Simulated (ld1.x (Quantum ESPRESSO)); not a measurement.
# Reading a pseudo-wave (zirconium (Zr))

Columns: radius, all-electron u(r) and pseudo u(r) of the 4d shell (level -9.98 eV) of zirconium in the configuration [Kr] 4d2 5s1 5p0; PBE, scalar-relativistic, PAW scheme, ld1.x (Quantum ESPRESSO) 7.5.

```
r (bohr)  all-electron   pseudo
   0.160        0.2104  -0.0027
   0.320        0.3087  -0.0209
   0.480        0.1488  -0.0657
   0.640       -0.0890  -0.1412
   0.800       -0.3084  -0.2431
   0.960       -0.4790  -0.3600
   1.120       -0.5970  -0.4763
   1.280       -0.6685  -0.5765
   1.440       -0.7036  -0.6488
   1.600       -0.7119  -0.6880
   1.760       -0.7018  -0.6958
   1.920       -0.6793  -0.6799
   2.080       -0.6491  -0.6499
   2.240       -0.6144  -0.6145
   2.400       -0.5774  -0.5774
   2.560       -0.5396  -0.5396
   2.720       -0.5021  -0.5021
   2.880       -0.4653  -0.4653
   3.040       -0.4299  -0.4299
   3.200       -0.3960  -0.3960
   3.360       -0.3638  -0.3638
   3.520       -0.3333  -0.3333
   3.680       -0.3047  -0.3047
   3.840       -0.2779  -0.2779
   4.000       -0.2530  -0.2530
   4.160       -0.2299  -0.2299
```

Problem. How many radial nodes do the two functions have?

Solution. The all-electron 4d function has n − l − 1 = 1; the pseudo-wave has 0, since the states of the same l below it are removed with the core.

Problem. At about which radius was the pseudo-wave matched?

Solution. 2.30 bohr, where the columns begin to agree (steps of 0.16 bohr).

Problem. Where does each function peak?

Solution. Outermost all-electron maximum near 1.60 bohr, pseudo maximum near 1.76 bohr (to the table’s step).

Problem. Is the pseudo-wave norm-conserving?

Solution. No, it belongs to a PAW set: the norm inside the radius is not constrained, and the difference is carried by the augmentation charge.
